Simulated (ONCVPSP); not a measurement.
## Which change was made? (Re, ONCV)

```json
{"Element": "rhenium (Re)", "Generator": "ONCVPSP 4.0.1", "Type": "optimised norm-conserving Vanderbilt (ONCV)", "Functional": "LDA (Perdew-Wang 92)", "Relativity": "scalar-relativistic", "Frozen core": "[Kr] 4d10 4f14", "Valence charge": "15", "Reference configuration": "5s2 5p6 5d5 6s2", "Partial waves": "5s+6s: rc 1.80 bohr, ncon 4, nbas 9, qcut 7.1 1/bohr, 2 projectors; 5p: rc 1.60 bohr, ncon 3, nbas 6, qcut 8 1/bohr, 1 projector; 5d: rc 2.05 bohr, ncon 4, nbas 9, qcut 7.3 1/bohr, 3 projectors, debl 2.8 Ha", "Local potential": "polynomial inside 1.15 bohr (lpopt 5, dvloc0 2 Ha)", "Core correction": "Teter function, fcfact 3.5, rcfact 1.5"}
```

Cutoffs, loose and tight: the cutoffs (Ha) at which the residual kinetic energy of the hardest occupied pseudo-wave falls to 1 and 0.1 mHa per electron. They do not see the model core or the augmentation charge, which bear on the density cutoff. Test errors are all-electron minus pseudo excitation energies from the reference, over the configurations 5s2 5p6 5d5 6s1; 5s2 5p6 5d5 6s0; 5s2 5p6 5d4 6s0; 5s2 5p6 5d4 6s2; variants that change the core or the reference have their own tests.

The base gives: outcome: generated; cutoff, loose: 22 Ha; cutoff, tight: 26 Ha; bound ghosts: none; GHOST(+) flags above zero: s; largest test error (meV): -19.

Task: After one change the result is: outcome: generated; cutoff, loose: 15 Ha; cutoff, tight: 22 Ha; bound ghosts: none; GHOST(+) flags above zero: none; largest test error (meV): -21. Which change was it?
A. all radii but the core radius scaled by about 0.87 (s 1.56, p 1.38, d 1.78 bohr); local potential polynomial inside 1.00 bohr (lpopt 5, dvloc0 2 Ha)
B. all radii but the core radius scaled by about 1.31 (s 2.36, p 2.10, d 2.68 bohr); local potential polynomial inside 1.50 bohr (lpopt 5, dvloc0 2 Ha)
C. all radii but the core radius scaled by about 1.19 (s 2.14, p 1.90, d 2.44 bohr); local potential polynomial inside 1.36 bohr (lpopt 5, dvloc0 2 Ha)

Result: C. The others give: all radii but the core radius scaled by about 1.31 (s 2.36, p 2.10, d 2.68 bohr); local potential polynomial inside 1.50 bohr (lpopt 5, dvloc0 2 Ha) → outcome: generated; cutoff, loose: 14 Ha; cutoff, tight: 17 Ha; bound ghosts: none; GHOST(+) flags above zero: none; largest test error (meV): -29 | all radii but the core radius scaled by about 0.87 (s 1.56, p 1.38, d 1.78 bohr); local potential polynomial inside 1.00 bohr (lpopt 5, dvloc0 2 Ha) → outcome: generated; cutoff, loose: 26 Ha; cutoff, tight: 31 Ha; bound ghosts: none; GHOST(+) flags above zero: s; largest test error (meV): -17.
